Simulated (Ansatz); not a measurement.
Basis-set extrapolation for C$_{7}$H$_{12}$ (`CC#CCCCC`) (PBE0-D4/def2-TZVP geometry, frozen core, Ansatz 0.2.0). Multiplicity 1, RHF reference.

```tsv
	def2-TZVPP	def2-QZVPP
HF	-272.115021	-272.127277
MP2 correlation	-1.175092	-1.248587
CCSD(T) correlation	-1.290053	not run
```

Energies in hartree. Use E(X) = E(∞) + A·exp(−7.88·√X) for Hartree–Fock and E(X) = E(∞) + B·X^(−2.97) for correlation, with X = 3 and 4, and add CCSD(T) minus MP2 of the smaller set to the MP2 limit.

Task: What is the CCSD(T) energy at the basis-set limit?

Result: HF limit: -272.127277 + (-0.012256) × 0.13774 = -272.12897. MP2 limit: -1.248587 + (-0.073495) × 0.74074 = -1.30303. Higher-order term: -1.290053 − (-1.175092) = -0.11496. Total: -273.54696 hartree, 89.0 kcal/mol below CCSD(T)/def2-TZVPP.
